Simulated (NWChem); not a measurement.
# TiOCl₂; SMILES [O]=[Ti]([Cl])[Cl]

```xyz
4

Ti    -0.2753     0.0942     0.0000
Cl     0.6581    -0.0302     2.0065
Cl     0.6581    -0.0302    -2.0065
O     -1.8161     0.3900     0.0000
```
Atoms are numbered in this order, from 1.

Results from NWChem. Pople sets run with spherical d functions. Structure relaxed at the PBE0/def2-SVP level. Vzz is the largest principal value of the second derivative of the potential at the nucleus (NWChem prints the opposite sign); η is the asymmetry. Non-relativistic.

| level | Vzz Ti1 (a.u.) | η Ti1 | Vzz Cl3 (a.u.) | η Cl3 | Vzz O4 (a.u.) | η O4 |
|---|---|---|---|---|---|---|
| Hartree-Fock/6-31G* | 1.622 | 0.65 | -0.544 | 0.56 | 0.313 | 0.33 |
| PBE/6-31G* | 1.574 | 0.46 | -0.713 | 0.05 | 0.337 | 0.36 |
| PBE/def2-TZVP | 1.731 | 0.34 | -0.765 | 0.03 | 0.399 | 0.44 |
